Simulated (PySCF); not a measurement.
C₄H₈BF₃P₂.
SMILES with atom numbers: `[CH2:1]=[CH:2][C@@H:3]1[CH2:4][P@@+:5]1([PH2:6])[B-:7]([F:8])([F:9])[F:10]`

Geometry (PBE0-D3(BJ)/def2-SVP, Å), atoms numbered from 1 in this order:
```
atom  x, y, z in Å
C1     2.8894    0.5461    0.3982
C2     1.9123   -0.0251   -0.3107
C3     0.7131   -0.6393    0.2840
C4    -0.0493   -1.7167   -0.4245
P5    -1.0107   -0.1620   -0.2563
P6    -0.7770    0.8639   -2.1893
B7    -2.4998   -0.2143    1.4560
F8    -1.7611   -1.0430    2.2329
F9    -3.5933   -0.7452    0.8867
F10   -2.5762    1.0662    1.8490
H11    2.8506    0.5906    1.4909
H12    3.7613    0.9854   -0.0914
H13    1.9827   -0.0555   -1.4044
H14    0.7216   -0.7187    1.3776
H15    0.2839   -1.9945   -1.4298
H16   -0.4303   -2.5483    0.1763
H17   -2.1453    0.6642   -2.5469
H18   -1.0207    2.1579   -1.6369
```

Probes without a nucleus sit at each ring's centroid and 1 Å off its mean plane on both sides; NICS is minus the shielding there, NICSzz its component along the normal. Level: GIAO PBE0/pcSseg-1 (PySCF, non-relativistic, gas phase) on the PBE0-D3(BJ)/def2-SVP geometry, one conformer.

Ring bond lengths (Å), with Mayer bond orders in brackets: C3–C4 1.498 (0.92), C4–P5 1.836 (0.92), P5–C3 1.868 (0.87).

**Question.** What do the NICS probes read (ppm)?

**Answer.** 
| ring | type | NICS(0) | NICS(1), two faces | NICS(1)zz, two faces | rms pucker (Å) | centre to ring atoms, mean (Å) |
| --- | --- | --- | --- | --- | --- | --- |
| C3–C4–P5 | 3-membered ring with P; formal bonds all single | -38.4 | -9.5 / -9.2 | -25.6 / -21.9 | 0.00 | 1.00 |

**Question.** What do they say, and how far can they be read as aromaticity?

**Answer.** 
- C3–C4–P5: mean NICS(1)zz -23.8 ppm, shielded. C3, C4, P5 have four or more neighbours; no verdict on aromaticity is drawn. The two faces differ by 3.7 ppm, so no symmetry operation interchanges them. NICS(0) lies 29 ppm below the mean NICS(1).

**Question.** List the ring angles and the Hirshfeld charges of the ring atoms.

**Answer.** 
- C3–C4–P5: C3 65.0° (-0.053 e), C4 67.3° (-0.103 e), P5 47.7° (+0.185 e); sum 180.0° against 180° for a flat convex ring.

**Question.** How shielded are the nuclei of the rings and their hydrogens (means over atoms taken as equivalent)?

**Answer.** 
```
atoms                        environment  σ isotropic (ppm)  principal values of the symmetric part, first atom (ppm)
   C3     sp3 carbon bound to phosphorus              155.3                                       119.1, 154.2, 192.6
   C4     sp3 carbon bound to phosphorus              165.9                                       141.0, 168.8, 187.9
   P5  phosphorus bonded to B, 2 C and P              542.1                                       334.8, 408.3, 883.2
  H14                   methine hydrogen              28.72                                          21.9, 28.0, 36.2
  H15                 methylene hydrogen              30.03                                          24.5, 27.2, 38.4
  H16                 methylene hydrogen              29.34                                          23.3, 26.0, 38.6
```

**Question.** How do the values depend on the level or the medium?

**Answer.** 
| level | NICS(0), C3–C4–P5 | mean NICS(1)zz, C3–C4–P5 |
| --- | --- | --- |
| PBE0/pcSseg-1, gas | -38.4 | -23.8 |
| WP04/pcSseg-1, gas | -36.3 | -22.2 |
| PBE0/pcSseg-1, IEF-PCM acetone | -38.5 | -23.8 |
| PBE0/pcSseg-1, IEF-PCM water | -38.5 | -23.8 |

The geometry is the same throughout; the continuum's cavity takes Bondi-type radii × 1.2.
